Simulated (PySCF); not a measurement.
Compound: C₄H₈NOSi₂ (doublet state).
Structure used (GFN2-xTB), in Å, numbered top down from 1:
```
atom  x, y, z in Å
C1     3.5482    0.1291    0.6770
C2     2.2624   -0.0818    0.0546
C3     1.1914   -0.2580   -0.4736
Si4   -0.4548   -0.5438   -1.2385
N5    -1.6603   -0.2735    0.0532
Si6   -2.5170    1.0623    0.8613
C7    -2.2268   -1.1503    0.8142
O8    -2.3053   -2.3090    1.0689
H9     3.4729    0.9070    1.4367
H10    4.2790    0.4338   -0.0720
H11    3.8872   -0.7934    1.1480
H12   -0.6469   -1.9278   -1.6614
H13   -0.7902    0.4620   -2.2433
H14   -2.0844    1.1499    2.2514
H15   -3.9459    0.9426    0.5906
H16   -2.0171    2.2598    0.1578
```

The hyperfine couplings belong to this conformer and change with its torsions.

As a line formula: `CC#C[SiH2]N([C]=O)[SiH3]` [radical].

Method used: UKS B3LYP, pcH-1 on C H N O Si, non-relativistic, mean-field spin-orbit, GIAO (PySCF). Isolated species at its GFN2-xTB geometry (one conformer only). A GFN2-xTB geometry isn't a minimum of the functional, and hyperfine couplings can be far from their values at a DFT geometry. No stability test was run, so a lower SCF solution isn't excluded.

Task: The isotropic 13C couplings are +271.7, +2.0, -0.7 MHz. Assign them to C1; C2; C7.

Result: 
```csv
site,a_iso (MHz),ρ(0) (bohr⁻³),position,distance from C7 (Å),spin population,largest |T| (MHz)
C1,-0.7,-0.0006,5 bonds from C7,5.92,0.00,0.2
C2,+2.0,+0.0018,4 bonds from C7,4.68,+0.02,2.9
C7,+271.7,+0.2419,largest spin population,0.00,+0.55,82.1
```

Task: Match the computed a_iso(29Si) values -72.2, +4.4 MHz with the sites Si4; Si6.

Result: 
```json
{"site": "Si4", "a_iso (MHz)": "-72.2", "ρ(0) (bohr⁻³)": "+0.0814", "position": "2 bonds from C7", "distance from C7 (Å)": "2.78", "spin population": "+0.10", "largest |T| (MHz)": "24.6"}
{"site": "Si6", "a_iso (MHz)": "+4.4", "ρ(0) (bohr⁻³)": "-0.0050", "position": "2 bonds from C7", "distance from C7 (Å)": "2.23", "spin population": "+0.04", "largest |T| (MHz)": "1.6"}
```

ρ(0) is the spin density at the nucleus and T the dipolar tensor; a_iso includes a spin–orbit part; entries for several nuclei are means. The Mulliken spin populations are largest on C7 (+0.55), O8 (+0.24) and Si4 (+0.10).

Means are taken over nuclei equivalent by connectivity, which assumes that they swap fast. The three 1H nuclei of mean +37.4 MHz run from 27.2 to 57.7 MHz in the frozen geometry.

The SMILES `CC#C[SiH2]N([SiH3])[C]=O` draws the unpaired electron on C7, whose computed spin population is only +0.55.

Time: 1.9 min wall (with the writing of density and orbital grids); peak memory 0.97 GiB. Hardware: one thread of an Arm Neoverse V1, on a shared host.
